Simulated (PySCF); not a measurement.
# Radial density of Ga²⁺ (gallium, charge +2)

UHF, [Ar] 3d10 4s1, 2S determinant. Calculation: PySCF 2.14, in aug-cc-pVQZ-PP with ECP10MDF; a scalar-relativistic core potential. This is the valence pseudo-density: the core potential removes the inner electrons and smooths the orbitals near the nucleus.

```
r (bohr)  4πr²ρ (e/bohr)  4πr²(ρα − ρβ)
 0.00178       1.452e-05         0.0000
 0.00299       3.983e-05         0.0000
 0.00503       0.0001047         0.0000
 0.00846       0.0002569         0.0000
  0.0142       0.0005935         0.0000
  0.0239        0.001330         0.0001
  0.0403        0.004580         0.0001
  0.0677         0.03886         0.0000
   0.114          0.3929        -0.0015
   0.192           2.790        -0.0092
   0.322           12.97         0.0041
   0.542           26.79         0.0385
   0.912           13.51         0.0165
    1.53           2.406         0.5401
    2.58          0.4432         0.3720
    4.34         0.02328         0.0230
    7.30       2.189e-05         0.0000
```

Energies and moments cover only the electrons outside the core potential.

(1) Where is the radial spin density 4πr²(ρα − ρβ) most negative, and why is it negative at all?

Results:

(1) Around r = 0.192 bohr, down to -0.0092 e/bohr: exchange with the open shell polarises the paired shells in an unrestricted calculation.
